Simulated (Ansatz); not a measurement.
CH$_{5}$FN$_{2}$OW (`C[O][W](=[NH])(=[NH])[F]`). Charge 0, multiplicity 1. W: def2 effective core potential.

```xyz
11

C    -1.297    1.147    0.990
O     0.003    0.988    0.479
W     0.868   -0.174   -0.703
N     2.118   -1.025    0.166
N    -0.337   -1.285   -1.313
F     1.639    0.738   -2.154
H    -1.332    0.785    2.021
H    -2.026    0.598    0.388
H    -1.549    2.210    0.981
H     2.631   -1.774    0.601
H    -0.716   -2.208   -1.457
```

**Question.** List the harmonic frequencies (cm⁻¹, unscaled) at PBE0-D4/def2-TZVP in Ansatz. (An estimate is asked.)

**Answer.** Ansatz gave: 54, 103, 124, 199, 237, 256, 290, 302, 395, 551, 591, 629, 671, 703, 993, 1039, 1157, 1177, 1188, 1472, 1486, 1492, 3030, 3108, 3116, 3653, 3681.

**Question.** Is this a minimum?

**Answer.** Yes, all 27 modes are real.

**Question.** Give the ideal-gas thermochemistry at 298.15 K and 1 bar (rigid rotor, harmonic oscillator; point group C1, symmetry number 1).

**Answer.** Zero-point energy 189.6 kJ/mol; H(298) − E = 214.8 kJ/mol; entropy 391.1 J/(mol·K), of which translation 178.4, rotation 116.5, vibration 96.3; G(298) − E = 98.2 kJ/mol. Modes under 100 cm⁻¹ are hindered rotations or soft bends, so the harmonic entropy is rough.

**Question.** And at 400, 500, 600, 800 and 1000 K?

**Answer.** 
| T (K) | H − E (kJ/mol) | S (J/mol/K) | G − E (kJ/mol) |
| --- | --- | --- | --- |
| 400 | 228.9 | 431.5 | 56.3 |
| 500 | 244.4 | 466.2 | 11.3 |
| 600 | 261.3 | 497.0 | -36.9 |
| 800 | 298.2 | 549.9 | -141.7 |
| 1000 | 338.1 | 594.3 | -256.2 |
